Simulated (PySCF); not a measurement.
Gas-phase reaction: 3 Si₂O(OH)₆ ⇌ 3 Si(OH)₄ + 2 O₃ + 3 H₂SiO

Method: PySCF energies plus ideal-gas RRHO corrections (1 bar). † marks an energy on the PBE0/def2-TZVP geometry and frequencies; other levels use their own. 6-31G* has spherical d functions here. All species are closed-shell singlets. B3LYP is the form with VWN-RPA correlation. No R ln 2 is added for the mirror-image form of Si₂O(OH)₆. Si₂O(OH)₆, H₂SiO: computed as isolated molecules; such fragments, hydroxides, amides, oligomers or adducts are transient or little studied in the gas. The harmonic model lacks anharmonicity and excited electronic states, which grow with temperature; levels with a mode under 35 cm⁻¹ are left out. Strong static correlation: O₃. Internal rotation in Si₂O(OH)₆, Si(OH)₄ is treated as a harmonic vibration of one conformer, which makes the entropy rough.

```json
[
 {"level": "B3LYP/6-31G*", "ΔE electronic, kJ": "3150", "ΔH°(298 K), kJ": "3062", "ΔS°(298 K), J/K": "839", "ΔG°(1400 K), kJ": "1952"},
 {"level": "B3LYP/def2-TZVP†", "ΔE electronic, kJ": "3283", "ΔH°(298 K), kJ": "3194", "ΔS°(298 K), J/K": "813", "ΔG°(1400 K), kJ": "2124"},
 {"level": "HF/def2-TZVP†", "ΔE electronic, kJ": "3826", "ΔH°(298 K), kJ": "3737", "ΔS°(298 K), J/K": "813", "ΔG°(1400 K), kJ": "2667"},
 {"level": "PBE/def2-TZVP†", "ΔE electronic, kJ": "3087", "ΔH°(298 K), kJ": "2998", "ΔS°(298 K), J/K": "813", "ΔG°(1400 K), kJ": "1928"},
 {"level": "PBE0/def2-TZVP", "ΔE electronic, kJ": "3383", "ΔH°(298 K), kJ": "3294", "ΔS°(298 K), J/K": "813", "ΔG°(1400 K), kJ": "2224"}
]
```
ΔH° is lowest at PBE/def2-TZVP† and highest at HF/def2-TZVP†. No reference value is set beside these.
